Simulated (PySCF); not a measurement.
Isomers of C3H11NSi.

All values: PBE0/pcSseg-1 (PySCF) at PBE0-D3(BJ)/def2-SVP geometries, gas phase, one conformer each.

Task: Rank by HOMO–LUMO gap, highest first.
A. Si(NMeEt)H3 (`CCN(C)[SiH3]`)
B. `[CH3:1][SiH2:2][N:3]([CH3:4])[CH3:5]` with C1–Si2–N3–C4 -46°
C. SiHMe2(NHMe), `[H][Si](C)(C)NC`
D. `C[Si](C)(C)N` (Si(NH2)Me3)

Result: D (7.99 eV), C (7.70 eV), B (7.45 eV), A (7.11 eV).

Task: Rank by the highest Hirshfeld charge on any atom, lowest value first.
A. SiHMe2(NHMe), `[H][Si](C)(C)NC`
B. `[CH3:1][SiH2:2][N:3]([CH3:4])[CH3:5]` with C1–Si2–N3–C4 -46°
C. `CCN(C)[SiH3]` (Si(NMeEt)H3)
D. Si(NH2)Me3 (`C[Si](C)(C)N`)

Result: C (+0.335 e), B (+0.364 e), A (+0.395 e), D (+0.430 e).

Task: Rank by the lowest Hirshfeld charge on any atom, highest value first.
A. `[CH3:1][SiH2:2][N:3]([CH3:4])[CH3:5]` with C1–Si2–N3–C4 -46°
B. `[H][Si](C)(C)NC` (SiHMe2(NHMe))
C. Si(NMeEt)H3, `[H][Si]([H])([H])N(C)CC`
D. Si(NH2)Me3 (`N[Si](C)(C)C`)

Result: C (-0.172 e), A (-0.212 e), B (-0.249 e), D (-0.326 e).

All values together:

| SMILES | μ (D) | HOMO (eV) | LUMO (eV) | lowest IAO charge (e) | highest IAO charge (e) | lowest Hirshfeld charge (e) | highest Hirshfeld charge (e) |
| --- | --- | --- | --- | --- | --- | --- | --- |
| C[SiH2]N(C)C | 0.81 | -6.18 | 1.27 | -0.721 (C) | +0.885 (Si) | -0.212 (C) | +0.364 (Si) |
| C[Si](C)(C)N | 0.93 | -6.93 | 1.05 | -0.841 (N) | +1.208 (Si) | -0.326 (N) | +0.430 (Si) |
| [H][Si]([H])([H])NC(C)C | 1.33 | -6.68 | 0.79 | -0.674 (N) | +0.705 (Si) | -0.240 (N) | +0.330 (Si) |
| [H][Si](C)(C)NC | 1.06 | -6.39 | 1.31 | -0.742 (C) | +1.052 (Si) | -0.249 (N) | +0.395 (Si) |
| [H][Si]([H])([H])N(C)CC | 1.05 | -6.30 | 0.81 | -0.501 (N) | +0.712 (Si) | -0.172 (N) | +0.335 (Si) |

Conformers: `[CH3:1][SiH2:2][N:3]([CH3:4])[CH3:5]` with C1–Si2–N3–C4 -46°; `[H][Si]([H])([H])NC(C)C`; `[H][Si](C)(C)NC`; `[H][Si]([H])([H])N(C)CC`.
